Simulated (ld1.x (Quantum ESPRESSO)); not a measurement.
## gallium ultrasoft: all-electron and pseudo phase curves

ld1.x (Quantum ESPRESSO) 7.5 input, shortened:

```
&input
   title='Ga', zed=31., rel=1, dft='PBE', iswitch=3,
   config='[Ar] 3d10 4s2 4p0'
 /
 &inputp
   pseudotype=3, tm=.true., lloc=-2, rcloc=0.95,
   nlcc=.true., rcore=0.35,
   which_augfun='PSQ', rmatch_augfun=0.70
 /
6
4S  1  0   2.00   0.00  1.65  1.85  0.0
4S  1  0   0.00  -0.80  1.65  1.85  0.0
4P  2  1   0.00   0.00  1.85  2.05  0.0
4P  2  1   0.00   1.70  1.85  2.05  0.0
3D  3  2  10.00   0.00  0.65  0.75  0.0
3D  3  2   0.00   2.25  0.65  0.75  0.0
 &test
   configts(1)='3d10 4s2 4p0'
 /
```

The phase is arctan(r·u′/u) with u = r·R(r), unwrapped; energies in Ry, scanned from -4 to 5 Ry. A pole is an energy at which the radial function vanishes at the test radius. The pseudo phase is shifted by a multiple of π to meet the all-electron one at the reference energy, and phase errors are pseudo minus all-electron; the curves can meet again beyond the range given. Levels narrower than the energy grid can be missing from the lists of poles.

**Question.** For each channel, where are the poles, and over which energies does the pseudopotential scatter like the atom?

**Answer.**

```tsv
channel	radius (bohr)	reference energy (Ry)	poles, all-electron	poles, pseudo	unbroken range about the reference energy with phases within 0.05 rad	phase error 1 Ry above the reference energy (rad)
s	2.25	-1.20	0.86	0.86	the whole range	+0.001
p	2.25	-0.67	2.18	2.17	the whole range	-0.000
d	2.25	-2.02	-1.93, 4.49	-1.93, 4.49	the whole range	+0.000
```

Phases in the d channel:

| E (Ry) | all-electron | pseudo |
| --- | --- | --- |
| -4.00 | 1.333 | 1.333 |
| -3.52 | 1.312 | 1.312 |
| -3.04 | 1.282 | 1.282 |
| -2.56 | 1.218 | 1.218 |
| -2.08 | -0.177 | -0.178 |
| -1.60 | -1.798 | -1.798 |
| -1.12 | -1.887 | -1.887 |
| -0.64 | -1.964 | -1.964 |
| -0.16 | -2.071 | -2.071 |
| 0.32 | -2.253 | -2.253 |
| 0.80 | -2.629 | -2.628 |
| 1.28 | -3.357 | -3.356 |
| 1.76 | -4.010 | -4.010 |
| 2.24 | -4.324 | -4.324 |
| 2.72 | -4.482 | -4.481 |
| 3.20 | -4.574 | -4.574 |
| 3.68 | -4.637 | -4.637 |
| 4.16 | -4.685 | -4.685 |
| 4.64 | -4.724 | -4.724 |
